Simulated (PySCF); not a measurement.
C₆ coefficients of unlike pairs at UHF

Calculated with PySCF 2.14 from the dipole response of each species, C₆(A,B) = (3/π) ∫ α_A(iu) α_B(iu) du, in atomic units, from isotropic polarisabilities. For ions this is the dispersion term alone; charge-induced terms of lower order in 1/R come first.

```json
{"species": "Pm³⁺", "configuration": "[Xe] 4f4 (5I)", "basis": "x2c-TZVPPall with one added diffuse shell each of s, p, d, f type (12s8p8d5f2g)", "relativity": "spin-free X2C", "α (bohr³)": "6.335", "C₆ (like pair)": "37.31"}
{"species": "Sn²⁺", "configuration": "[Kr] 4d10 5s2 (1S)", "basis": "aug-cc-pVQZ-DK3 (9s8p6d3f2g)", "relativity": "spin-free X2C", "α (bohr³)": "17.82", "C₆ (like pair)": "99.90"}
{"species": "Sm⁺", "configuration": "[Xe] 4f6 6s1 (8F)", "basis": "x2c-TZVPPall with one added diffuse shell each of s, p, d, f type (12s8p8d5f2g)", "relativity": "spin-free X2C", "α (bohr³)": "121.2", "C₆ (like pair)": "1212"}
{"species": "I", "configuration": "[Kr] 4d10 5s2 5p5 (2P)", "basis": "aug-cc-pVTZ-DK3 (8s7p5d2f)", "relativity": "spin-free X2C", "α (bohr³)": "31.71", "C₆ (like pair)": "338.8"}
```

(1) Estimate C₆ for Sm⁺ with Sn²⁺.

No spin-orbit coupling is included.

The other pairs:

```json
{"pair": "Sn²⁺, Pm³⁺", "C₆": "55.37"}
{"pair": "I, Sm⁺", "C₆": "544.2"}
{"pair": "Sm⁺, Pm³⁺", "C₆": "138.9"}
{"pair": "I, Pm³⁺", "C₆": "100.6"}
{"pair": "I, Sn²⁺", "C₆": "183.4"}
```

Results:

(1) The integral gives 299.6. The combination rule 2 C_A C_B / (C_A α_B/α_A + C_B α_A/α_B) gives 282.4 and the geometric mean 348.0.
